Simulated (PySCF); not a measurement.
O3S, SMILES O=S(=O)=O.

The structure is a stationary point at B3LYP-D3(BJ)/def2-TZVP.

Two levels are set side by side: PBE/def2-TZVPD (PySCF) and HF/def2-TZVPD (PySCF). Same geometry, gas phase. Differences are taken from unrounded values.

```json
[
 {"quantity": "orbital gap (eV)", "HF": "15.31", "PBE": "4.53", "PBE minus HF": "-10.77"},
 {"quantity": "highest occupied level (eV)", "HF": "-14.70", "PBE": "-8.29", "PBE minus HF": "6.40"},
 {"quantity": "lowest empty level (eV)", "HF": "0.61", "PBE": "-3.76", "PBE minus HF": "-4.37"},
 {"quantity": "mean polarisability (bohr³)", "HF": "25.8", "PBE": "29.5", "PBE minus HF": "3.7"}
]
```

Without exact exchange PBE keeps part of each electron's self-repulsion, which lifts occupied levels and narrows the gap. Loosely held outer electrons make PBE densities more polarisable. Differences between two approximate levels are no errors against the true value.

Rough cost on one machine, each run with all the roots and properties that it gave: HF against PBE within a factor of 2.
